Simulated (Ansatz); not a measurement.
Cartesian coordinates (Å):
```xyz
13

N     -0.6578     1.3851    -0.5644
C     -0.1936     0.3285     0.3349
Si    -1.0965    -1.2711    -0.0802
Si     1.6641     0.1097     0.1176
H     -1.6554     1.5380    -0.4821
H     -0.1969     2.2672    -0.3782
H     -0.3686     0.5250     1.4080
H     -2.5655    -1.0173    -0.0575
H     -0.7209    -1.7632    -1.4302
H     -0.7752    -2.3104     0.9347
H      2.3309     1.4315     0.2937
H      1.9877    -0.4082    -1.2362
H      2.1857    -0.8297     1.1466
```
Charge 0, spin multiplicity 1.

These are frozen-core CCSD(T)/cc-pVTZ // PBE0-D4/def2-TZVP (Ansatz, a program for electronic structure) values and carry that method's errors.

```
Item                           Result
----------------------  -------------
HF energy               -675.46312 Ha
MP2 correlation energy    -0.65244 Ha
```

Problem. Estimate the CCSD correlation energy, the (T) correction, the total energy and the T1 diagnostic.

Solution. 
* **CCSD correlation energy**: -0.71211 Ha
* **(T) correction**: -0.02627 Ha
* **CCSD(T) total energy**: -676.20150 Ha
* **T1 diagnostic**: 0.011
